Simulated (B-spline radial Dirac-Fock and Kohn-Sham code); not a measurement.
# Dipole and non-dipole photoemission parameters of Cs 4s

System: atomic cesium, configuration [Xe] 6s1; threshold 232.3 eV (tabulated edge). Calculated with a radial atomic solver, using Dirac-Hartree-Slater photoionisation with a Latter tail; cross sections with all multipoles, angular parameters from the dipole term and its interference with E2.

Input of the calculation (task.json; shells as n, l, electrons):

```json
{"items": [{
  "Z": 55,
  "q": 0,
  "cfg": [[1, 0, 2], [2, 0, 2], [2, 1, 6], [3, 0, 2], [3, 1, 6], [3, 2, 10], [4, 0, 2], [4, 1, 6], [4, 2, 10], [5, 0, 2], [5, 1, 6], [6, 0, 1]],
  "A": 133,
  "rrms": 4.8041,
  "do": "xps",
  "hv": [54.9, 60, 106.0, 114.0, 134.0, 150, 162.0, 215.0, 308.0, 600, 612.0, 686.0, 689.0, 957.0, 999.0, 1040.0, 1170.0, 1360.0, 2180.0, 2390.0, 2630.0, 2984.4, 4000, 4410.0, 4680.0, 4780.0, 5414.7, 8047.8, 12800.0, 15000],
  "edges": {"K": 35985.0, "L1": 5714.0, "L2": 5359.0, "L3": 5012.0, "M1": 1211.0, "M2": 1071.0, "M3": 1003.0, "M4": 740.5, "M5": 726.6, "N1": 232.3, "N2": 172.4, "N3": 161.3, "N4": 79.8, "N5": 77.5}
}]}
```

Run with: `python xray2_run.py task.json out`

For linearly polarised light dσ/dΩ = σ/(4π) [1 + β P₂(cos θ) + (δ + γ cos²θ) sin θ cos φ], with θ from the polarisation vector and φ the angle between the beam and the projection of the electron momentum on the plane normal to the polarisation.

| hν (eV) | σ (kb) | β | γ |
| --- | --- | --- | --- |
| 308 | 127 | 1.949 | 0.364 |
| 600 | 59.9 | 1.973 | 0.393 |
| 612 | 58.3 | 1.974 | 0.390 |
| 686 | ? | ? | ? |
| 689 | 49.4 | 1.976 | 0.370 |
| 957 | 30.3 | 1.980 | 0.289 |
| 999 | 28.3 | 1.980 | 0.275 |
| 1040 | 26.5 | 1.981 | 0.263 |
| 1170 | 21.8 | 1.982 | 0.223 |
| 1360 | 17.0 | 1.983 | 0.170 |
| 2180 | 7.54 | 1.986 | 0.003 |
| 2390 | 6.38 | 1.986 | -0.025 |
| 2630 | 5.36 | 1.986 | -0.052 |
| 2984.4 | 4.25 | 1.987 | -0.081 |
| 4000 | 2.46 | 1.988 | -0.113 |
| 4410 | 2.04 | 1.988 | -0.110 |
| 4680 | 1.82 | 1.988 | -0.104 |
| 4780 | 1.75 | 1.988 | -0.101 |
| 5414.7 | 1.37 | 1.988 | -0.074 |
| 8047.8 | 0.619 | 1.988 | 0.122 |
| 12800 | 0.232 | 1.988 | 0.594 |
| 15000 | 0.164 | 1.988 | 0.819 |

Q: Give the values at 686 eV.

A: σ = 49.7 kb, β = 1.976, γ = 0.370. For an s subshell δ is negligible.
